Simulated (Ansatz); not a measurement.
Consider the redistribution: `C[SiH2][B](C)[AlH2]` + `B[N](C)[GeH3]` → `BN(C)[SiH2]C` + `C[B]([AlH2])[GeH3]`.

Gas-phase electronic energies from Ansatz, PBE0-D4/def2-TZVP geometries. CBS: MP2 limit from def2 TZ/QZ plus the TZ coupled-cluster correction, frozen cores. DFT in def2-TZVPP. B3LYP here is the variant with VWN-RPA as its local correlation; programs differ in this. For Ge outer-core shells are correlated without core-valence functions, which leaves a few kJ/mol of doubt a bond. Scalar relativity is left out up to krypton. One conformer a species, not always the lowest.

```json
{"level": "PBE-D4", "ΔE (kJ/mol)": "-52.0", "difference from CCSD(T)/CBS": "7.3"}
{"level": "r2SCAN-D4", "ΔE (kJ/mol)": "-57.5", "difference from CCSD(T)/CBS": "1.8"}
{"level": "PBE0-D4", "ΔE (kJ/mol)": "-54.8", "difference from CCSD(T)/CBS": "4.5"}
{"level": "B3LYP-D4", "ΔE (kJ/mol)": "-57.4", "difference from CCSD(T)/CBS": "1.9"}
{"level": "ωB97X-V", "ΔE (kJ/mol)": "-54.8", "difference from CCSD(T)/CBS": "4.5"}
{"level": "ωB97M-V", "ΔE (kJ/mol)": "-59.4", "difference from CCSD(T)/CBS": "-0.1"}
{"level": "B2PLYP", "ΔE (kJ/mol)": "-57.5", "difference from CCSD(T)/CBS": "1.8"}
{"level": "PBE", "ΔE (kJ/mol)": "-52.0", "difference from CCSD(T)/CBS": "7.3"}
{"level": "r2SCAN", "ΔE (kJ/mol)": "-57.4", "difference from CCSD(T)/CBS": "1.9"}
{"level": "PBE0", "ΔE (kJ/mol)": "-54.8", "difference from CCSD(T)/CBS": "4.5"}
{"level": "B3LYP", "ΔE (kJ/mol)": "-57.5", "difference from CCSD(T)/CBS": "1.8"}
{"level": "HF/def2-TZVPP", "ΔE (kJ/mol)": "-58.6", "difference from CCSD(T)/CBS": "0.7"}
{"level": "MP2/def2-TZVPP", "ΔE (kJ/mol)": "-57.9", "difference from CCSD(T)/CBS": "1.4"}
{"level": "SCS-MP2/def2-TZVPP", "ΔE (kJ/mol)": "-55.9", "difference from CCSD(T)/CBS": "3.4"}
{"level": "CCSD/def2-TZVPP", "ΔE (kJ/mol)": "-56.2", "difference from CCSD(T)/CBS": "3.1"}
{"level": "CCSD(T)/def2-TZVPP", "ΔE (kJ/mol)": "-55.1", "difference from CCSD(T)/CBS": "4.2"}
{"level": "HF/def2-QZVPP", "ΔE (kJ/mol)": "-58.9", "difference from CCSD(T)/CBS": "0.4"}
{"level": "MP2/def2-QZVPP", "ΔE (kJ/mol)": "-60.4", "difference from CCSD(T)/CBS": "-1.1"}
{"level": "SCS-MP2/def2-QZVPP", "ΔE (kJ/mol)": "-58.0", "difference from CCSD(T)/CBS": "1.3"}
{"level": "HF/CBS(def2)", "ΔE (kJ/mol)": "-58.9", "difference from CCSD(T)/CBS": "0.4"}
{"level": "MP2/CBS(def2)", "ΔE (kJ/mol)": "-62.1", "difference from CCSD(T)/CBS": "-2.8"}
{"level": "CCSD/CBS(def2)", "ΔE (kJ/mol)": "-60.5", "difference from CCSD(T)/CBS": "-1.2"}
{"level": "CCSD(T)/CBS", "ΔE (kJ/mol)": "-59.3", "difference from CCSD(T)/CBS": "0"}
```

Largest T1 diagnostic among the species: 0.013.
